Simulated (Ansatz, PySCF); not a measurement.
C₂H₆O₃Si. Atoms are numbered in the order given.

```xyz
12

Si    -1.3515    -0.0331     0.0338
O     -2.2509     1.3476     0.1870
O      0.2904     0.4754     0.0023
C      1.2495    -0.4687    -0.0464
C      2.6386     0.1098    -0.0704
O      0.9802    -1.6476    -0.0647
H     -1.6174    -0.8341     1.2436
H     -1.6292    -0.7347    -1.2440
H     -2.2436     1.9774    -0.5430
H      3.3800    -0.6965    -0.1120
H      2.7481     0.7741    -0.9415
H      2.7963     0.7269     0.8275
```
Charge 0, spin multiplicity 1.

Geometry: B3LYP-D3(BJ)/def2-SVP. One conformer was computed; it need not be the lowest.

Vertical ionisation energy (IE) and electron affinity (EA) in eV. Rows of orbital energies are one-electron estimates. Where ΔSCF, EOM or ADC give a negative EA the extra electron is unbound and the value depends on the basis.

```
level                                                                        IE     EA
------------------------------------------------------------------------  -----  -----
−ε(HOMO), −ε(LUMO), PBE0/def2-TZVP (PySCF)                                 8.14   0.00
ΔSCF, CAM-B3LYP/def2-SVPD (Ansatz), final states of multiplicity 2 and 2  10.68  -1.27
```

Problem. What vertical singlet–triplet gap does ΔSCF give with CAM-B3LYP/def2-SVPD (Ansatz, a quantum-chemistry and plane-wave program)? (The exact figures need the calculation; the answer reports its results.)

Solution. 5.28 eV (triplet above singlet where positive).
